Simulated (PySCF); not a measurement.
# Two-component Hartree-Fock for Tl (thallium, neutral)

Start: [Xe] 4f14 5d10 6s1 6p2; 6s1/2 filled at m_j = +1/2; 6p3/2 filled at m_j = +1/2, +3/2. Calculated with PySCF 2.14 in x2c-SVPall-2c with one added diffuse shell each of s, p type (8s12p7d2f, 93 functions): generalised Hartree-Fock with the X2C-1e Hamiltonian and a Gaussian nucleus; one run each with spin-orbit coupling (SO) switched off, then screened by Boettger's factors. This is a chosen level, not necessarily the ground level.

```json
{"spinor shell": "1s1/2", "electrons": "2", "ε, spin-free (eV)": "-86015.6", "ε, screened SO (eV)": "-85979.4", "weight of nominal j (screened SO)": "1.000", "rms radius, screened SO (bohr)": "0.0184"}
{"spinor shell": "2s1/2", "electrons": "2", "ε, spin-free (eV)": "-15476.4", "ε, screened SO (eV)": "-15464.9", "weight of nominal j (screened SO)": "1.000", "rms radius, screened SO (bohr)": "0.0743"}
{"spinor shell": "2p1/2", "electrons": "2", "ε, spin-free (eV)": "-13329.5", "ε, screened SO (eV)": "-14822.0", "weight of nominal j (screened SO)": "1.000", "rms radius, screened SO (bohr)": "0.0628"}
{"spinor shell": "2p3/2", "electrons": "4", "ε, spin-free (eV)": "-13329.5", "ε, screened SO (eV)": "-12750.4", "weight of nominal j (screened SO)": "1.000", "rms radius, screened SO (bohr)": "0.0710"}
{"spinor shell": "3s1/2", "electrons": "2", "ε, spin-free (eV)": "-3770.0", "ε, screened SO (eV)": "-3766.1", "weight of nominal j (screened SO)": "1.000", "rms radius, screened SO (bohr)": "0.189"}
{"spinor shell": "3p1/2", "electrons": "2", "ε, spin-free (eV)": "-3142.5", "ε, screened SO (eV)": "-3477.1", "weight of nominal j (screened SO)": "1.000", "rms radius, screened SO (bohr)": "0.181"}
{"spinor shell": "3p3/2", "electrons": "4", "ε, spin-free (eV)": "-3142.5", "ε, screened SO (eV)": "-3009.7", "weight of nominal j (screened SO)": "1.000", "rms radius, screened SO (bohr)": "0.197"}
{"spinor shell": "3d3/2", "electrons": "4", "ε, spin-free (eV)": "-2480.0", "ε, screened SO (eV)": "-2537.2", "weight of nominal j (screened SO)": "1.000", "rms radius, screened SO (bohr)": "0.174"}
{"spinor shell": "3d5/2", "electrons": "6", "ε, spin-free (eV)": "-2480.0", "ε, screened SO (eV)": "-2438.5", "weight of nominal j (screened SO)": "1.000", "rms radius, screened SO (bohr)": "0.178"}
{"spinor shell": "4s1/2", "electrons": "2", "ε, spin-free (eV)": "-882.90", "ε, screened SO (eV)": "-881.70", "weight of nominal j (screened SO)": "1.000", "rms radius, screened SO (bohr)": "0.416"}
{"spinor shell": "4p1/2", "electrons": "2", "ε, spin-free (eV)": "-673.54", "ε, screened SO (eV)": "-755.80", "weight of nominal j (screened SO)": "1.000", "rms radius, screened SO (bohr)": "0.420"}
{"spinor shell": "4p3/2", "electrons": "4", "ε, spin-free (eV)": "-673.54", "ε, screened SO (eV)": "-640.64", "weight of nominal j (screened SO)": "1.000", "rms radius, screened SO (bohr)": "0.454"}
{"spinor shell": "4d3/2", "electrons": "4", "ε, spin-free (eV)": "-422.16", "ε, screened SO (eV)": "-434.38", "weight of nominal j (screened SO)": "1.000", "rms radius, screened SO (bohr)": "0.468"}
{"spinor shell": "4d5/2", "electrons": "6", "ε, spin-free (eV)": "-422.16", "ε, screened SO (eV)": "-412.95", "weight of nominal j (screened SO)": "1.000", "rms radius, screened SO (bohr)": "0.474"}
{"spinor shell": "5s1/2", "electrons": "2", "ε, spin-free (eV)": "-155.08", "ε, screened SO (eV)": "-154.94", "weight of nominal j (screened SO)": "1.000", "rms radius, screened SO (bohr)": "0.941"}
{"spinor shell": "4f5/2", "electrons": "6", "ε, spin-free (eV)": "-142.43", "ε, screened SO (eV)": "-144.42", "weight of nominal j (screened SO)": "1.000", "rms radius, screened SO (bohr)": "0.512"}
{"spinor shell": "4f7/2", "electrons": "8", "ε, spin-free (eV)": "-142.43", "ε, screened SO (eV)": "-139.99", "weight of nominal j (screened SO)": "1.000", "rms radius, screened SO (bohr)": "0.514"}
{"spinor shell": "5p1/2", "electrons": "2", "ε, spin-free (eV)": "-95.469", "ε, screened SO (eV)": "-110.54", "weight of nominal j (screened SO)": "1.000", "rms radius, screened SO (bohr)": "1.01"}
{"spinor shell": "5p3/2", "electrons": "4", "ε, spin-free (eV)": "-95.469", "ε, screened SO (eV)": "-89.643", "weight of nominal j (screened SO)": "1.000", "rms radius, screened SO (bohr)": "1.11"}
{"spinor shell": "5d3/2", "electrons": "4", "ε, spin-free (eV)": "-24.689", "ε, screened SO (eV)": "-26.032", "weight of nominal j (screened SO)": "0.985", "rms radius, screened SO (bohr)": "1.46"}
{"spinor shell": "5d5/2", "electrons": "6", "ε, spin-free (eV)": "-24.689", "ε, screened SO (eV)": "-23.775", "weight of nominal j (screened SO)": "0.990", "rms radius, screened SO (bohr)": "1.49"}
{"spinor shell": "6s1/2", "electrons": "1", "ε, spin-free (eV)": "-15.817", "ε, screened SO (eV)": "-15.735", "weight of nominal j (screened SO)": "0.999", "rms radius, screened SO (bohr)": "2.73"}
{"spinor shell": "6p3/2", "electrons": "2", "ε, spin-free (eV)": "-6.585", "ε, screened SO (eV)": "-6.526", "weight of nominal j (screened SO)": "0.717", "rms radius, screened SO (bohr)": "3.84"}
```

| quantity | spin-free | screened SO |
| --- | --- | --- |
| E (hartree) | -20228.95551 | -20263.63809 |
| M_J | 5/2 | 5/2 |
| ⟨J²⟩ | 8.763 | 8.766 |
| ⟨L²⟩ | 2.006 | 2.434 |
| ⟨S²⟩ | 3.757 | 3.768 |

Each row is a mean over spinors that exchange with the open shell spreads, by up to 0.911 eV (6p3/2).

Rows whose weight is well below 1 are mixtures of j = l ± 1/2: exchange outweighs spin-orbit coupling there, and the label is only the starting occupation.

Breit and QED terms are absent; they matter most for the inner s and p1/2 levels.

Densities and radii are taken from the X2C orbitals without a picture-change correction, which distorts them close to the nucleus.

Without spin-orbit coupling the j labels of p, d and f shells carry no meaning; the spin-free column gives the mean over the occupied spinors of each nl shell.
